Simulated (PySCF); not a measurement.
## Dipole moment and polarisability of `P[SiH2]C1CCC1`

Species: C4H11PSi.
SMILES with atom numbers: `[PH2:1][SiH2:2][CH:3]1[CH2:4][CH2:5][CH2:6]1` (hydrogens: H7, H8 on P1; H9, H10 on Si2; H11 on C3; H12, H13 on C4; H14, H15 on C5; H16, H17 on C6)

Cartesian coordinates in Å at the PBE0-D3(BJ)/def2-SVP level; atoms count from 1:
```
atom  x, y, z in Å
P1     3.091   -0.979   -0.060
Si2    1.570    0.697   -0.225
C3    -0.114   -0.066   -0.575
C4    -0.757   -0.971    0.509
C5    -2.123   -0.345    0.172
C6    -1.387    0.819   -0.516
H7     2.591   -1.426    1.203
H8     4.099   -0.156    0.531
H9     2.012    1.591   -1.342
H10    1.481    1.520    1.025
H11   -0.072   -0.604   -1.537
H12   -0.643   -2.060    0.391
H13   -0.425   -0.701    1.525
H14   -2.798   -0.104    1.008
H15   -2.679   -0.957   -0.555
H16   -1.786    1.191   -1.472
H17   -1.262    1.680    0.161
```

Level: wB97X-D/def2-SVPD (PySCF), static field, nuclei fixed, core orbitals frozen in the response. The polarisability tensor in these axes (au):

```
x   120.09  -7.09   0.25
y    -7.09  98.04  -3.69
z     0.25  -3.69  86.53
```

Give the principal values, the mean and the anisotropy Δα = √{½[(α1 − α2)² + (α2 − α3)² + (α1 − α3)²]}.

Principal values 85.35, 97.09 and 122.22 au; mean 101.55 au = 15.05 Å³ = 16.74 × 10⁻⁴⁰ C²·m²/J; Δα = 32.62 au (32 % of the mean).

What is the dipole moment, and where does it point?

(-1.15, 0.21, 0.35) D, 1.22 D in size, pointing from the negative to the positive side. Measured along this direction, the outermost atoms are H8 at the negative end and H14 at the positive end.

Form Σ f/ω² (atomic units) for the 10 lowest TDDFT singlets, given as eV and f, and set it beside the mean polarisability, which is this sum over all singlets: 6.55, 0.0123; 6.78, 0.0327; 7.14, 0.3091; 7.51, 0.0161; 7.60, 0.0029; 7.74, 0.0192; 7.96, 0.0106; 8.08, 0.0208; 8.16, 0.0678; 8.26, 0.0651.

They add up to 7.53 au, 7.4 % of the 101.55 au; the largest single term is 4.49 au, from the state at 7.14 eV. Terms in order: 0.21, 0.53, 4.49, 0.21, 0.04, 0.24, 0.12, 0.24, 0.76, 0.71 au. Higher excitations give the rest. The strengths listed sum to 0.557.

In a dilute gas of rigid molecules at 500 K, how does the orientational term μ²/3kT compare with the electronic polarisability?

In Gaussian units μ²/3kT = 7.16 Å³ against 15.05 Å³, a ratio of 0.48; the Debye molar polarisation (4π/3)N_A(α + μ²/3kT) is 56.0 cm³/mol, leaving out the vibrational part.

What molar refraction does this α imply?

Lorentz–Lorenz: R = (4π/3)N_A α = 2.5225 cm³/(mol·Å³) × 15.05 Å³ = 38.0 cm³/mol, in the limit of long wavelengths.

Refractivity n − 1 of an ideal gas of it at 273.15 K and 1 atm, from the electronic α?

N = p/kT = 2.6868 × 10¹⁹ cm⁻³, so n − 1 = 2π × N × 15.05 × 10⁻²⁴ cm³ = 2540 × 10⁻⁶ at long wavelengths, for an ideal gas.

Rayleigh depolarisation ratio (linearly polarised light, static tensor)?

ρ = 3Δα²/(45ᾱ² + 4Δα²) = 3192.1/(464086 + 4256.2) = 0.00682.

Isolated species at its PBE0-D3(BJ)/def2-SVP geometry (one conformer only).
